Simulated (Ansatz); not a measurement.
Compare A (`O=CC[SiH3]`) with its isomer B (`C=C[SiH2]O`).

Program: Ansatz. Geometries: PBE0-D4/def2-TZVP. ΔE: electronic, gas phase. CCSD(T)/CBS adds triple-zeta CCSD(T) − MP2 to the extrapolated MP2 energy (def2 sets, frozen cores). DFT in def2-TZVPP. B3LYP here is the variant with VWN-RPA as its local correlation; programs differ in this. One conformer a species, not always the lowest.

A:

```xyz
10

O    -1.472   -0.083    1.422
C    -1.462   -0.393    0.261
C    -0.267   -0.254   -0.630
Si    1.232    0.462    0.267
H    -2.377   -0.811   -0.212
H    -0.039   -1.238   -1.059
H    -0.547    0.366   -1.490
H     1.648   -0.425    1.380
H     2.347    0.551   -0.715
H     0.936    1.824    0.775
```

B:

Z-matrix (Å, degrees):
```
Si
C 1 1.857
O 1 1.649 2 111.4
H 1 1.491 2 108.7 3 122.7
H 1 1.484 2 111.0 3 -117.5
C 2 1.330 1 122.9 3 6.6
H 2 1.090 1 118.9 3 -173.1
H 3 0.958 1 117.3 2 72.7
H 6 1.087 2 121.4 1 0.7
H 6 1.086 2 122.4 1 -179.7
```

Q: Which isomer does CCSD(T)/CBS put lower? Give the gap. (An estimate is asked.)

A: The calculation gave: B, by 118.5 kJ/mol.

Q: Give E(B) − E(A) in kJ/mol with CCSD(T)/def2-TZVPP, B2PLYP, LDA (SPW92), CCSD(T)/def2-SVP, B3LYP-D4, BLYP-D4, PBE0-D4. (Estimate.)

A: Computed: CCSD(T)/def2-TZVPP -110.6, B2PLYP -110.3, LDA (SPW92) -96.5, CCSD(T)/def2-SVP -67.2, B3LYP-D4 -107.7, BLYP-D4 -101.7, PBE0-D4 -100.3. None reverses the order clearly.

Q: Does the order hold for the free energy at 298.15 K (harmonic terms from PBE0-D4)? (Estimate.)

A: Computed: Yes: G(B) − G(A) = -110.3 kJ/mol, for one conformer each.

Largest T1 diagnostic: 0.014.

Leaving LDA and LC-ωPBE aside and taking each functional with its dispersion term where it has one, the values, not all of them listed here, spread over 25.0 kJ/mol, from BHLYP-D4 to revPBE-D4. LDA lies −3.6 kJ/mol from PBE without D4. From r2SCAN to r2SCAN0 (25 % exact exchange), in def2-TZVPP and without D4, E(B) − E(A) moves by −4.5 kJ/mol.
